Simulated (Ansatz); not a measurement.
Species: sum formula GeBrF2, net charge 0, doublet state. It need not be the lowest isomer of its formula. 
Geometry from a B3LYP-D3(BJ)/def2-TZVP (Ansatz, a first-principles code) optimisation:
```xyz
4

F     -1.5540    -1.3623    -0.3215
Ge    -0.7557    -0.0036     0.4192
F     -1.5510     1.3722    -0.2930
Br     1.4893     0.0007    -0.2253
```
Charge 0, spin multiplicity 2.

Quantity: atomisation energy (electronic, to ground-state atoms), in eV. Correlated levels leave the core frozen unless marked. Open shells are spin-unrestricted. Spin-orbit coupling is left out. The frozen core is the preceding noble-gas configuration, with the filled d and f shells of earlier blocks. Non-relativistic. The coupled-cluster limit lacks core correlation, which all-electron functionals hold. Basis-set limits of correlation are two-point, X^-3; Hartree-Fock from the larger set (for Q and 5 zeta extrapolated as (X+1)exp(-9√X)).

```tsv
level	program	atomisation energy (eV)
revPBE/def2-TZVPD	Ansatz	12.40
PBE0-D4/def2-TZVPD	Ansatz + dftd4	12.51
B2PLYP-D4/def2-TZVPD	Ansatz + dftd4	12.54
MP2/def2-QZVPP	Ansatz	13.40
```

### Question
Predict the CCSD(T)/CBS(cc-pVQZ,cc-pV5Z) result (Ansatz).

### Answer
12.84 eV, so MP2/def2-QZVPP differs from it by 0.56 eV.
